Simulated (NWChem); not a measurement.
System: CH₄O₃Si; SMILES O[SiH]1OCO1

Input file for NWChem:

```
start job
memory heap 200 mb stack 900 mb global 1100 mb
geometry units angstroms noautoz
  O      0.408428    -1.894532     0.000000
  Si    -0.448059    -0.499841     0.000000
  O      0.000878     0.699983    -1.099526
  C      0.274747     1.555389     0.000000
  O      0.000878     0.699983     1.099526
  H      1.369494    -1.836329     0.000000
  H     -1.856813    -0.932031     0.000000
  H     -0.395135     2.434266     0.000000
  H      1.329012     1.889047     0.000000
end
basis spherical
  * library def2-tzvp
end
dft
  xc xcamb88 1.00 lyp 0.81 vwn_5 0.19 hfexch 1.00
  cam 0.33 cam_alpha 0.19 cam_beta 0.46
  iterations 150
  semidirect filesize 400000000
  mulliken
end
task dft energy
```

All runs use the structure optimised with PBE0/def2-SVP.

### Question
Give the results of this calculation. (CAM-B3LYP/def2-TZVP.) Quantities: energy (Ha); highest occupied level (eV); orbital gap (eV); dipole (D).

### Answer
The energy (Ha) is -555.83, the highest occupied level (eV) is -9.71 and the orbital gap (eV) is 11.15. The dipole (D) comes out as 0.98.
